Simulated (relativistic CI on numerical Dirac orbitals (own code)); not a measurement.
Tm³⁺ (4f12) in a crystal field

Calculated by Dirac-Coulomb-Breit CI, separate exchange-only KLI orbitals for each configuration, a model potential for QED, valence Slater integrals scaled by 0.85, one configuration in a parametric crystal field (own radial code).

Field parameters in Wybourne normalisation; cubic f-shell fields have B⁴₄ = √(5/14) B⁴₀ and B⁶₄ = −√(7/2) B⁶₀. The field is a parameter set, without covalency.

S and J are read from ⟨S²⟩ = S(S + 1) and ⟨J²⟩ = J(J + 1) of each level; they are not fictitious spins.

C2v, B20 = -110, B22 = 200, B40 = -900, B42 = 490, B44 = -530, B60 = 540, B62 = 80, B64 = -560, B66 = -150 cm⁻¹, the lowest 10 levels:

| E (cm⁻¹) | Degeneracy | S | J |
| --- | --- | --- | --- |
| 0.0 | 1 | 0.99 | 6.00 |
| 27.3 | 1 | 0.99 | 6.00 |
| 46.9 | 1 | 0.99 | 6.00 |
| 47.4 | 1 | 0.99 | 6.00 |
| 117 | 1 | 0.99 | 6.00 |
| 210 | 1 | 0.99 | 6.00 |
| 279 | 1 | 0.99 | 6.00 |
| 291 | 1 | 0.99 | 6.00 |
| 298 | 1 | 0.99 | 6.00 |
| 390 | 1 | 0.99 | 6.00 |

D3d, B20 = 2300, B40 = -1490, B43 = 640, B60 = -440, B63 = 120, B66 = 780 cm⁻¹, the lowest 10 levels:

```csv
E (cm⁻¹),Degeneracy,Irrep,S,J
0.0,1,A1,0.99,6.00
89.2,2,E,0.99,6.00
323,2,E,0.99,5.99
539,1,A2,0.99,5.99
766,1,A1,0.99,5.99
949,2,E,0.99,5.99
1171,2,E,0.99,6.00
1341,1,A2,0.99,6.00
1344,1,A1,0.99,6.00
6159,2,E,0.75,4.02
```

D3d, B20 = 1370, B40 = 960, B43 = 1660, B60 = 630, B63 = -360, B66 = 330 cm⁻¹, the lowest 10 levels:

```
E (cm⁻¹)  Degeneracy  Irrep     S     J
     0.0           2      E  0.99  5.99
     1.3           1     A1  0.99  6.00
     9.8           1     A2  0.99  6.00
    43.1           2      E  0.99  5.99
     300           1     A1  0.99  5.99
     412           2      E  0.99  5.99
     698           2      E  0.99  6.00
     942           1     A2  0.99  5.99
     951           1     A1  0.99  6.00
    5604           1     A1  0.73  4.02
```

D4h, B20 = 2150, B40 = 1420, B44 = 480, B60 = 0, B64 = -390 cm⁻¹, the lowest 16 levels:

```
E (cm⁻¹)  Degeneracy  Irrep     S     J
     0.0           1     A1  0.99  5.98
    17.9           2      E  0.99  5.99
    46.3           1     B2  0.99  5.99
    98.5           1     B1  0.99  5.99
     162           2      E  0.99  6.00
     310           1     A2  0.99  6.00
     340           1     A1  0.99  6.00
     663           2      E  0.99  6.00
    1308           1     B2  0.99  6.00
    1308           1     B1  0.99  6.00
    5885           2      E  0.74  4.01
    5893           1     B2  0.74  4.01
    6096           1     B1  0.75  4.02
    6155           1     A2  0.76  4.00
    6156           1     A1  0.76  4.00
    6200           2      E  0.74  4.02
```

Oh, B40 = -1200, B60 = 140 cm⁻¹, the lowest 10 levels:

```json
{"E (cm⁻¹)": "0.0", "Degeneracy": "1", "Irrep": "A2", "S": "0.99", "J": "6.00"}
{"E (cm⁻¹)": "7.3", "Degeneracy": "3", "Irrep": "T2", "S": "0.99", "J": "6.00"}
{"E (cm⁻¹)": "11.0", "Degeneracy": "2", "Irrep": "E", "S": "0.99", "J": "6.00"}
{"E (cm⁻¹)": "267", "Degeneracy": "3", "Irrep": "T2", "S": "0.99", "J": "6.00"}
{"E (cm⁻¹)": "290", "Degeneracy": "3", "Irrep": "T1", "S": "0.99", "J": "6.00"}
{"E (cm⁻¹)": "328", "Degeneracy": "1", "Irrep": "A1", "S": "0.99", "J": "6.00"}
{"E (cm⁻¹)": "5594", "Degeneracy": "1", "Irrep": "A1", "S": "0.74", "J": "4.00"}
{"E (cm⁻¹)": "5746", "Degeneracy": "3", "Irrep": "T1", "S": "0.74", "J": "4.00"}
{"E (cm⁻¹)": "5856", "Degeneracy": "2", "Irrep": "E", "S": "0.75", "J": "4.00"}
{"E (cm⁻¹)": "6013", "Degeneracy": "3", "Irrep": "T2", "S": "0.75", "J": "4.00"}
```

The next free-ion level lies 5680 cm⁻¹ above the lowest; the field splits the ground level into components whose J stays near 6 as long as their spread is small against that gap.

Levels of this model without a field, named by their leading LS term: 3H_6 0, 3F_4 5680, 3H_5 8106, 3H_4 12483, 3F_3 14903, 3F_2 15749, 1G_4 20479, 1D_2 29688 cm⁻¹.
